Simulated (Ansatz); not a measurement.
The same path of C2H7GaSi (11 atoms, charge 0, multiplicity 1) was run twice with different band settings. The coordinate that changes most is the dihedral H9–C3–C4–H10.

These are results of RKS PBE0/def2-SVP (Ansatz 0.2.0), not measurements.

Relaxed end points:

```xyz
11
Properties=species:S:1:pos:R:3
Si -0.509 1.629 -0.698
Ga 1.620 0.245 -0.596
C -0.261 -0.907 0.620
C 0.954 -1.569 0.523
H -1.502 1.015 -1.648
H -1.260 1.989 0.552
H -0.127 2.943 -1.321
H -1.079 -1.113 -0.076
H -0.520 -0.332 1.513
H 1.102 -2.362 -0.217
H 1.647 -1.595 1.369
```

```xyz
11
Properties=species:S:1:pos:R:3
Si -0.597 2.177 -1.015
Ga 0.019 0.113 -0.041
C -0.278 -1.520 1.004
C 1.135 -1.439 0.392
H -1.510 1.871 -2.160
H -1.333 3.025 -0.028
H 0.573 2.950 -1.532
H -0.349 -1.455 2.097
H -0.944 -2.297 0.608
H 1.378 -2.165 -0.395
H 1.972 -1.317 1.091
```

Common settings: movable images 5; climbing image yes; spring 5.0 eV/Å²; optimiser quadratic models (default); start path through a guess of the saddle point; iteration limit 60; end points relaxed.

| run | force threshold |
| --- | --- |
| 1 | 0.05 eV/Å |
| 2 | 0.2 eV/Å |

Question: What does each run give, and how far can it be trusted?

Answer: Run 1: converged after 25 iterations, highest image 1.897 eV above the first end. Neighbouring images differ by up to 1.3 eV, so the band resolves the path poorly. A vibrational analysis at the climbing image gives one clearly imaginary mode, 712i cm⁻¹: a first-order saddle point.
Run 2: converged after 9 iterations, highest image 1.906 eV above the first end. The threshold of 0.2 eV/Å is loose, so the images may lie well off the minimum-energy path. The order of the stationary point at the top wasn't checked.
